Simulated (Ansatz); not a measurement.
Steps of a relaxation of C2H6BClSi, SMILES `Cl[SiH]1CBC1` with RKS PBE-D4/def2-SVP.

```sh
$ ansatz run in.yaml --threads 4 --pin off --events-out ev --progress --plain --max-ram 10444MiB
```

```yaml
crystal:
  periodic: [false, false, false]
  atoms:
    - {symbol: Cl, position_ang: [-1.631900, -1.496700, -1.790800]}
    - {symbol: Si, position_ang: [-1.186800, -0.056300, -0.325900]}
    - {symbol: C, position_ang: [-0.027100, -0.727100, 0.882200]}
    - {symbol: B, position_ang: [1.371100, 0.139200, 0.429900]}
    - {symbol: C, position_ang: [0.382300, 0.819200, -0.719400]}
    - {symbol: H, position_ang: [-2.247800, 0.802600, 0.241700]}
    - {symbol: H, position_ang: [0.198000, -1.814600, 0.758200]}
    - {symbol: H, position_ang: [-0.251600, -0.464800, 1.930100]}
    - {symbol: H, position_ang: [2.427000, 0.228800, 0.820800]}
    - {symbol: H, position_ang: [0.753800, 0.593600, -1.697500]}
    - {symbol: H, position_ang: [0.278200, 1.919200, -0.508900]}
basis:
  gaussian: {orbitals: def2-SVP}
hamiltonian: {xc: pbe, dispersion: d4}
relax: {f_tol: 0.03, max_steps: 200}
```

Positions (Å) and forces (eV/Å) along the path, 11 of 21 steps:

```xyz
11
step=1 energy=-23225.9498 eV
Cl   -1.632   -1.497   -1.791   -0.392    0.301    0.161
Si   -1.187   -0.056   -0.326    0.505   -0.186   -0.577
C    -0.027   -0.727    0.882    2.757   -1.683    2.512
B     1.371    0.139    0.430   -6.793   -0.670   -1.712
C     0.382    0.819   -0.719    1.853    2.310    0.262
H    -2.248    0.803    0.242   -0.682   -0.016   -0.191
H     0.198   -1.815    0.758   -0.262   -0.086    0.613
H    -0.252   -0.465    1.930   -0.110   -0.599    0.605
H     2.427    0.229    0.821    2.154    0.175    0.681
H     0.754    0.594   -1.698    0.581    0.482   -1.636
H     0.278    1.919   -0.509    0.390   -0.029   -0.718
11
step=3 energy=-23227.4986 eV
Cl   -1.733   -1.428   -1.761    0.009    0.044    0.046
Si   -1.087   -0.063   -0.301   -0.546    0.059   -0.285
C     0.010   -0.819    1.015    0.461    0.245   -0.130
B     1.160    0.131    0.392   -0.374   -0.079   -0.005
C     0.438    0.930   -0.803    0.083   -0.255    0.447
H    -2.302    0.714    0.152    0.058   -0.039   -0.013
H     0.239   -1.901    0.915   -0.002   -0.019    0.122
H    -0.226   -0.602    2.078    0.013   -0.132    0.067
H     2.312    0.216    0.767    0.129    0.034    0.009
H     0.865    0.738   -1.806    0.084    0.137   -0.106
H     0.387    2.027   -0.626    0.086    0.005   -0.153
11
step=4 energy=-23227.4983 eV rejected
Cl   -1.752   -1.418   -1.753   -0.154   -0.047   -0.110
Si   -1.127   -0.045   -0.312    0.416   -0.314    0.088
C     0.020   -0.825    1.007   -0.230    0.134    0.217
B     1.132    0.148    0.415    0.143   -0.190   -0.201
C     0.441    0.910   -0.801   -0.057    0.283   -0.119
H    -2.315    0.732    0.173   -0.085    0.058   -0.007
H     0.265   -1.912    0.940   -0.012    0.145   -0.201
H    -0.221   -0.687    2.090    0.017    0.099   -0.148
H     2.288    0.259    0.769    0.126    0.052    0.131
H     0.909    0.760   -1.806   -0.124   -0.193    0.230
H     0.425    2.020   -0.703   -0.040   -0.027    0.121
11
step=7 energy=-23227.5267 eV
Cl   -1.781   -1.419   -1.757   -0.026   -0.011   -0.017
Si   -1.113   -0.061   -0.311    0.003    0.010    0.010
C     0.021   -0.812    1.010    0.008    0.002    0.028
B     1.147    0.145    0.411    0.016   -0.013   -0.017
C     0.441    0.913   -0.796    0.006    0.016    0.007
H    -2.311    0.724    0.155    0.008    0.001    0.001
H     0.264   -1.893    0.900    0.007    0.010   -0.021
H    -0.213   -0.664    2.087   -0.009   -0.016    0.001
H     2.301    0.264    0.794   -0.015    0.020    0.015
H     0.893    0.728   -1.795    0.000   -0.018    0.008
H     0.416    2.019   -0.677    0.001    0.000   -0.015
11
step=8 energy=-23227.5302 eV
Cl   -1.803   -1.413   -1.752    0.007    0.024    0.032
Si   -1.115   -0.057   -0.308    0.012   -0.010   -0.019
C     0.022   -0.812    1.011    0.040   -0.035    0.013
B     1.146    0.152    0.419   -0.024    0.026    0.019
C     0.444    0.908   -0.798    0.017    0.009   -0.023
H    -2.309    0.733    0.155    0.001    0.014    0.021
H     0.270   -1.890    0.870   -0.001    0.029   -0.030
H    -0.203   -0.699    2.095   -0.016   -0.009   -0.026
H     2.290    0.301    0.824   -0.027    0.007    0.011
H     0.894    0.703   -1.794   -0.003   -0.029    0.008
H     0.430    2.017   -0.700   -0.007   -0.026   -0.006
11
step=13 energy=-23227.6091 eV
Cl   -2.139   -1.237   -1.645   -0.025    0.073    0.062
Si   -1.115   -0.022   -0.269    0.224   -0.436   -0.351
C     0.069   -0.864    0.952   -0.158   -0.406    0.347
B     1.045    0.313    0.554    0.147    0.243    0.262
C     0.486    0.828   -0.836   -0.046    0.422   -0.370
H    -2.128    0.896    0.356    0.074   -0.009    0.010
H     0.552   -1.770    0.480   -0.339    0.236   -0.033
H    -0.210   -1.153    1.996    0.274    0.163   -0.300
H     1.965    0.778    1.202    0.016    0.034    0.053
H     1.043    0.267   -1.636   -0.346    0.006    0.145
H     0.496    1.906   -1.134    0.181   -0.328    0.174
11
step=15 energy=-23227.6761 eV
Cl   -2.148   -1.229   -1.637    0.071    0.071    0.080
Si   -1.098   -0.029   -0.271   -0.031    0.067    0.057
C     0.087   -0.871    0.949    0.129   -0.339    0.092
B     1.030    0.352    0.587    0.228   -0.130   -0.055
C     0.501    0.823   -0.837    0.201    0.198   -0.272
H    -2.088    0.900    0.373   -0.024   -0.047   -0.049
H     0.480   -1.760    0.372   -0.123    0.287    0.157
H    -0.123   -1.199    1.991    0.026    0.076   -0.240
H     1.877    0.893    1.296   -0.286   -0.031   -0.098
H     0.955    0.176   -1.640   -0.143    0.143    0.274
H     0.592    1.886   -1.162   -0.048   -0.293    0.054
11
step=16 energy=-23227.6958 eV
Cl   -2.146   -1.194   -1.616    0.035    0.014    0.022
Si   -1.087   -0.009   -0.249   -0.123   -0.008   -0.036
C     0.106   -0.882    0.943    0.083   -0.149   -0.015
B     1.020    0.363    0.596    0.272   -0.063    0.000
C     0.517    0.820   -0.839    0.102    0.072   -0.152
H    -2.093    0.908    0.387    0.052   -0.024   -0.008
H     0.485   -1.736    0.318   -0.116    0.143    0.120
H    -0.097   -1.248    1.970    0.036    0.080   -0.138
H     1.805    0.946    1.335   -0.209   -0.005   -0.062
H     0.934    0.116   -1.609   -0.123    0.121    0.177
H     0.622    1.859   -1.217   -0.010   -0.180    0.093
11
step=17 energy=-23227.7116 eV
Cl   -2.102   -1.189   -1.607   -0.046    0.012   -0.001
Si   -1.080    0.011   -0.230    0.011   -0.023   -0.011
C     0.122   -0.892    0.934    0.149   -0.036   -0.071
B     1.031    0.356    0.590    0.002    0.058    0.053
C     0.530    0.813   -0.842    0.127   -0.038   -0.039
H    -2.082    0.924    0.413    0.011   -0.027   -0.022
H     0.445   -1.740    0.280   -0.072    0.018    0.065
H    -0.065   -1.262    1.955   -0.007    0.014    0.035
H     1.724    1.001    1.368   -0.111   -0.060   -0.087
H     0.886    0.082   -1.610   -0.069    0.067    0.056
H     0.656    1.838   -1.231    0.005    0.014    0.022
11
step=20 energy=-23227.7209 eV
Cl   -2.109   -1.161   -1.597    0.006   -0.004   -0.005
Si   -1.054    0.012   -0.223   -0.043    0.013    0.007
C     0.155   -0.917    0.923    0.020   -0.003    0.005
B     1.030    0.351    0.580    0.040    0.046    0.049
C     0.560    0.807   -0.856    0.027   -0.006    0.009
H    -2.047    0.922    0.431   -0.005    0.001    0.000
H     0.415   -1.790    0.281    0.002    0.003    0.010
H    -0.039   -1.250    1.957   -0.001   -0.004    0.002
H     1.610    1.054    1.394   -0.048   -0.061   -0.069
H     0.857    0.076   -1.643    0.001    0.008   -0.001
H     0.686    1.838   -1.228    0.000    0.007   -0.008
11
step=21 energy=-23227.7213 eV
Cl   -2.101   -1.163   -1.598   -0.003   -0.002   -0.003
Si   -1.056    0.015   -0.221    0.013   -0.008   -0.002
C     0.155   -0.916    0.925    0.000   -0.007   -0.013
B     1.032    0.348    0.578   -0.006    0.024    0.018
C     0.560    0.808   -0.855    0.002   -0.013    0.006
H    -2.053    0.923    0.430   -0.002    0.002    0.002
H     0.413   -1.792    0.285   -0.006    0.002    0.001
H    -0.038   -1.248    1.959    0.002    0.003    0.007
H     1.612    1.049    1.389    0.000   -0.009   -0.009
H     0.854    0.080   -1.645   -0.005   -0.002   -0.006
H     0.687    1.839   -1.226    0.004    0.010    0.000
```

It took 28 s on 4 threads of an Arm Neoverse V1 on a shared host, with 0.16 GiB of host memory at the peak.
